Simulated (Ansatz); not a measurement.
A nudged elastic band was laid between two geometries of Cl$_{2}$GaH$_{4}$NO (9 atoms, charge 0, multiplicity 1).

Theory: Ansatz 0.2.0, RKS PBE-D4/def2-SVP.

```json
{
  "movable images": "5",
  "climbing image": "yes",
  "spring": "5.0 eV/Å²",
  "optimiser": "quadratic models (default)",
  "start path": "through a guess of the saddle point",
  "force threshold": "0.05 eV/Å",
  "iteration limit": "60",
  "end points": "relaxed"
}
```

First end point:

```xyz
9
Properties=species:S:1:pos:R:3
Ga -0.035 0.124 0.244
N -0.065 0.025 2.132
H -0.733 -0.663 2.504
H 0.846 -0.174 2.563
Cl 1.837 0.122 -0.838
Cl -1.864 -0.495 -0.770
O -0.520 2.142 0.645
H -1.449 2.299 0.378
H -0.552 1.801 1.596
```

Last end point:

```xyz
9
Properties=species:S:1:pos:R:3
Ga -0.311 0.557 0.099
N -0.088 0.119 2.116
H -0.722 -0.639 2.405
H 0.881 -0.151 2.334
Cl 1.711 0.201 -0.658
Cl -1.818 -0.908 -0.511
O -0.835 2.265 0.422
H -1.029 2.764 -0.391
H -0.326 0.974 2.639
```

Question: Which bonds break or form, and what moves?

Answer: Bonds broken: O7–H9. Bonds formed: N2–H9.

Question: Give the energies along the band, and the barrier.

Answer: The run converged. The highest image is number 1 of 0 to 6, 1.8 kcal/mol above the first end and 17.1 kcal/mol above the last; the last end lies 15.3 kcal/mol below the first. A vibrational analysis at the climbing image gives one clearly imaginary mode, 726i cm⁻¹: a first-order saddle point. The orbitals stay closed-shell, which can raise the energy where a bond breaks towards radicals; this wasn't checked here.

```
image  path coordinate (Å)  energy (kcal/mol)  O7–H9 (Å)  N2–H9 (Å)
    0                 0.00                0.0       1.01       1.92
    1                 0.55                1.8       1.17       1.41
    2                 0.95               -5.9       1.58       1.11
    3                 1.34              -11.6       1.96       1.04
    4                 1.73              -13.8       2.23       1.03
    5                 2.13              -14.9       2.44       1.03
    6                 2.52              -15.3       2.62       1.03
```

Question: What is the geometry of the highest image?

Answer: 
```xyz
9
Properties=species:S:1:pos:R:3
Ga -0.076 0.213 0.113
N -0.099 0.125 2.069
H -0.803 -0.495 2.488
H 0.799 -0.035 2.543
Cl 1.849 0.110 -0.859
Cl -1.839 -0.632 -0.832
O -0.502 2.081 0.716
H -1.413 2.373 0.517
H -0.452 1.441 1.699
```

Question: What are the harmonic wavenumbers there?

Answer: 726i, 115, 121, 127, 156, 349, 358, 408, 435, 510, 574, 691, 723, 746, 803, 1467, 1503, 1797, 3437, 3535, 3717 cm⁻¹.

Run time: 73 s on 4 threads of Arm Neoverse V2, on a shared host, peak memory 0.18 GiB.
